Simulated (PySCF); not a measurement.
## Magnetisability: `FC(F)=C(F)c1csc(=S)s1`, C5HF3S3

Molfile (atoms numbered from 1):
```
C5HF3S3
     RDKit          3D

 12 12  0  0  0  0  0  0  0  0999 V2000
   -2.0433   -2.9816    0.2672 F   0  0  0  0  0  0  0  0  0  0  0  0
   -1.0450   -2.1265    0.1586 C   0  0  0  0  0  0  0  0  0  0  0  0
    0.1177   -2.7535    0.0956 F   0  0  0  0  0  0  0  0  0  0  0  0
   -1.1858   -0.7959    0.1167 C   0  0  0  0  0  0  0  0  0  0  0  0
   -2.4384   -0.3038    0.1906 F   0  0  0  0  0  0  0  0  0  0  0  0
   -0.1411    0.1951    0.0002 C   0  0  0  0  0  0  0  0  0  0  0  0
   -0.3824    1.5245   -0.0337 C   0  0  0  0  0  0  0  0  0  0  0  0
    0.9600    2.5863   -0.1754 S   0  0  0  0  0  0  0  0  0  0  0  0
    2.1975    1.3343   -0.2174 C   0  0  0  0  0  0  0  0  0  0  0  0
    3.7852    1.6507   -0.3470 S   0  0  0  0  0  0  0  0  0  0  0  0
    1.5413   -0.2895   -0.1052 S   0  0  0  0  0  0  0  0  0  0  0  0
   -1.3644    1.9593    0.0236 H   0  0  0  0  0  0  0  0  0  0  0  0
  1  2  1  0
  2  3  1  0
  2  4  2  3
  4  5  1  0
  4  6  1  0
  6  7  2  0
  7  8  1  0
  8  9  1  0
  9 10  2  0
  9 11  1  0
 11  6  1  0
  7 12  1  0
M  END
```

Computed, not measured: GIAO B3LYP/pcSseg-1 magnetisability, rotational g tensor and spin-rotation constants, non-relativistic, gas phase (PySCF 2.14.0). Geometry: GFN2-xTB.

Q: How diamagnetic is it, and how anisotropic?

A: Isotropic -1481 × 10⁻³⁰ J/T², or -89.2 × 10⁻⁶ cm³/mol; principal values -1707, -1372, -1362 × 10⁻³⁰ J/T², anisotropy 340 × 10⁻³⁰ J/T² (root of half the summed squared differences of the principal values). The susceptibility is in cgs units.

Q: Split it along the inertial axes a, b, c into diamagnetic and paramagnetic parts about the centre of mass, with the quadrupole moment.

A: 
```tsv
axis	χ (10⁻⁶ cm³/mol)	diamagnetic (10⁻⁶ cm³/mol)	paramagnetic (10⁻⁶ cm³/mol)	summed x² of all electrons (Å²)	quadrupole Θ (D Å)
a	-82.4	-818.1	735.7	613.8	-11.81
b	-82.3	-2677.0	2594.7	175.6	+7.73
c	-102.8	-3349.2	3246.4	17.2	+4.08
```
Anisotropies 2χaa − χbb − χcc = +20.4 and 2χbb − χaa − χcc = +20.5 × 10⁻⁶ cm³/mol. Θ is traceless in Buckingham's convention.

Q: And the rotational g tensor?

A: 
| axis | rotational constant (GHz) | g | nuclear part | electronic part |
| --- | --- | --- | --- | --- |
| a | 1.5932 | -0.0459 | 0.5047 | -0.5507 |
| b | 0.4160 | -0.0143 | 0.4929 | -0.5071 |
| c | 0.3299 | -0.0078 | 0.4953 | -0.5031 |

Asymmetric top; isotopes 12C, 19F, 1H, 32S; no vibrational averaging.
